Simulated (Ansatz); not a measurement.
Two shapes of singlet CH3I.

Shape 1:

```xyz
5

C     0.0314   -0.0365   -1.8278
I     0.0177    0.0257    0.3662
H     0.0032   -1.0842   -2.1782
H    -0.8766    0.5444   -2.1158
H     0.9017    0.5638   -2.1775
```

Shape 2:

```xyz
5

C     0.0069    0.0070   -1.8127
I     0.0040    0.0017    0.3182
H    -0.0020   -1.0323   -2.1531
H    -0.9074    0.5153   -2.1582
H     0.8950    0.5257   -2.1566
```

Basis set: STO-3G (spherical functions). Correlated methods keep 19 orbitals frozen. Charge 0, multiplicity 1.

Computed with Ansatz (development build ahead of 0.2.0); each method stands on the lowest determinant of its kind that the runs found.

Question: Which shape is lower in energy, and by how much in each method?

Answer:

```json
{"method": "RHF", "E(2) − E(1) (eV)": "-0.167"}
{"method": "RHF-MP2", "E(2) − E(1) (eV)": "-0.086"}
```

Shape 2 is lower.
